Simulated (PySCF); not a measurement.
Vertical excitations of a molecule C₂H₉FSi₂ from TDDFT-LC-ωPBE/def2-SVPD in PySCF 2.14.0, as energy in eV (oscillator strength): 7.78 (0.007), 8.34 (0.007), 8.49 (0.028), 8.60 (0.006), 9.00 (0.004), 9.06 (0.001), 9.14 (0.004), 9.24 (0.020), 9.36 (0.058), 9.45 (0.095). Lowest triplet (TDA): 7.28 eV. Coordinates come from a PBE0-D3(BJ)/def2-SVP optimisation. Other conformers were not sampled.

Which structure fits?
A. C[SiH2][SiH2]CF
B. C[SiH2]C[SiH2]F
C. C[SiH2][C@H](F)[SiH3]
D. C[C@H]([SiH3])[SiH2]F

D, C[C@H]([SiH3])[SiH2]F
